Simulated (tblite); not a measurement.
Species: C6H8F2O.
Atom-mapped SMILES: `[F:1][C@:2]12[CH2:3][CH2:4][O:5][C@:6]([F:7])([CH2:8]1)[CH2:9]2` (hydrogens: H10, H11 on C3; H12, H13 on C4; H14, H15 on C8; H16, H17 on C9)

Computed with GFN2-xTB (tblite), gas phase: L-BFGS steps from a force-field or distance-geometry start until the largest atomic force falls under 0.01 eV/Å.

Step 9: E = -828.7343 eV
```
atom  x, y, z in Å  |  force x, y, z in eV/Å
F1     -1.2616   -2.0254   -0.0690    0.017   0.014  -0.002
C2     -0.5747   -0.8383   -0.1076   -0.085   0.034   0.095
C3      0.9355   -1.0601   -0.2068   -0.086  -0.099  -0.013
C4      1.6296    0.2412    0.2125   -0.066   0.061  -0.096
O5      0.8940    1.3691   -0.2338    0.007   0.221   0.023
C6     -0.4827    1.2016   -0.0923    0.020  -0.006  -0.041
F7     -1.0397    2.4403   -0.0426    0.012  -0.082   0.031
C8     -0.8668    0.1874    1.0010   -0.029   0.030   0.055
C9     -1.0401    0.2072   -1.1306   -0.032  -0.012  -0.007
H10     1.1974   -1.3364   -1.2269   -0.006   0.013  -0.090
H11     1.2264   -1.8764    0.4477    0.048  -0.094   0.127
H12     1.7322    0.2929    1.3046    0.111  -0.066  -0.069
H13     2.6178    0.3377   -0.2390   -0.025   0.003   0.002
H14    -1.9237    0.2589    1.2358   -0.064  -0.031  -0.044
H15    -0.2942    0.1500    1.9207    0.029   0.010   0.020
H16    -2.1237    0.2664   -1.1728   -0.048  -0.020  -0.032
H17    -0.6328    0.1959   -2.1361    0.199   0.024   0.042
```

Step 10: E = -828.7398 eV
```
atom  x, y, z in Å  |  force x, y, z in eV/Å
F1     -1.2576   -2.0249   -0.0683   -0.034  -0.012   0.011
C2     -0.5769   -0.8351   -0.1029   -0.035  -0.041   0.027
C3      0.9336   -1.0611   -0.2090   -0.058  -0.046   0.027
C4      1.6312    0.2405    0.2093   -0.118   0.110  -0.136
O5      0.8911    1.3711   -0.2329    0.009   0.113   0.107
C6     -0.4868    1.2019   -0.0896    0.087   0.017  -0.039
F7     -1.0377    2.4420   -0.0415   -0.037  -0.055   0.035
C8     -0.8724    0.1882    1.0047    0.022   0.057   0.011
C9     -1.0395    0.2079   -1.1296    0.019  -0.025   0.007
H10     1.1886   -1.3452   -1.2298   -0.008   0.048  -0.056
H11     1.2286   -1.8741    0.4483    0.028  -0.096   0.116
H12     1.7382    0.2844    1.3031    0.099  -0.033  -0.133
H13     2.6161    0.3478   -0.2487   -0.040  -0.041   0.026
H14    -1.9288    0.2598    1.2402   -0.072  -0.033  -0.051
H15    -0.2984    0.1500    1.9221    0.047   0.017   0.059
H16    -2.1220    0.2639   -1.1827   -0.061  -0.013  -0.040
H17    -0.6143    0.1948   -2.1278    0.152   0.032   0.029
```

Problem. Estimate the geometry and energy of step 11. (The exact step hangs on the optimiser's Hessian estimate; all steps are aligned on step 10, rigid shifts and turns removed.)

Solution. E = -828.7447 eV, largest force 0.194 eV/Å
```
atom  x, y, z in Å  |  force x, y, z in eV/Å
F1     -1.2549   -2.0248   -0.0675   -0.085  -0.033   0.028
C2     -0.5795   -0.8330   -0.0981    0.018  -0.091  -0.035
C3      0.9311   -1.0630   -0.2104   -0.014   0.012   0.052
C4      1.6307    0.2415    0.2042   -0.116   0.094  -0.124
O5      0.8888    1.3756   -0.2304    0.002   0.002   0.152
C6     -0.4893    1.2025   -0.0877    0.095   0.030  -0.010
F7     -1.0367    2.4425   -0.0398   -0.087  -0.012   0.032
C8     -0.8772    0.1899    1.0084    0.056   0.049  -0.026
C9     -1.0388    0.2080   -1.1289    0.064  -0.027   0.017
H10     1.1805   -1.3520   -1.2332   -0.018   0.067   0.006
H11     1.2310   -1.8737    0.4508   -0.002  -0.051   0.066
H12     1.7456    0.2762    1.2989    0.073   0.004  -0.170
H13     2.6136    0.3560   -0.2569   -0.047  -0.072   0.018
H14    -1.9345    0.2599    1.2429   -0.044  -0.027  -0.055
H15    -0.3013    0.1505    1.9245    0.040   0.027   0.070
H16    -2.1213    0.2615   -1.1923   -0.026  -0.003  -0.049
H17    -0.5948    0.1945   -2.1196    0.089   0.032   0.028
```

The energy changes by -0.0049 eV. The first-order estimate −F·Δx gives -0.0068 eV and the mean of the old and new forces, exact on a quadratic surface, -0.0049 eV. The step makes an angle of 64° with the force vector and moves no atom by more than 0.021 Å.

The cost below is that of the whole relaxation. On an Arm Neoverse V2 with one thread, no GPU, on a shared host, this took 0.2 s wall.
